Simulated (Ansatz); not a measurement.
## Pulling the pair apart

The pair of HCl (SMILES Cl, atoms 1–2) and H₂ (SMILES [H][H], atoms 3–4), both closed shells, in one local arrangement (a lower one may exist), relaxed at PBE0-D4/def2-TZVP:

```xyz
4
angstrom
Cl 0.1172 0.6582 -1.7560
H -0.0319 -0.6046 -1.6162
H -0.0129 0.1662 1.3678
H -0.0724 -0.2197 2.0045
```

H₂ is shifted rigidly along the line between the mean atom positions of the two fragments (negative: closer). Counterpoise interaction energies in kJ/mol. Program: Ansatz 0.2.0. Basis: def2-TZVPPD. Cores are frozen in the correlated methods.

```csv
shift (Å),r2SCAN-D4,MP2,wB97M-V
-0.32,0.3,0.3,-0.2
-0.16,-0.4,-0.5,-0.9
0.00,-0.7,-0.9,-1.1
0.16,-0.8,-1.0,-1.1
0.38,-0.8,-1.0,-1.0
0.79,-0.5,-0.7,-0.7
1.58,-0.2,-0.3,-0.3
3.17,-0.1,-0.1,-0.1
```

(1) What does CCSD(T) give at these shifts? (An estimate is asked for; the value comes from the calculation.)

No T1 diagnostic of these runs exceeds 0.007.

## Answers

(1) By the calculation: 0.4, -0.5, -0.9, -1.0, -1.0, -0.7, -0.3, -0.1 kJ/mol. For zero shift, CCSD(T) at an estimated basis limit (MP2 extrapolated from triple and quadruple zeta, plus CCSD(T) − MP2 in triple zeta) gives -1.2 kJ/mol. These are counterpoise interaction energies, counted from the two frozen fragments.

For scale, one of the runs: CCSD(T)/def2-TZVPPD, 102 basis functions, launched by `ansatz run in.yaml --threads 2 --pin off --events-out ev --progress --plain --max-ram 5222MiB`. The run took about 0.8 s on 2 CPU threads of an Intel Xeon 6975P-C (shared host).
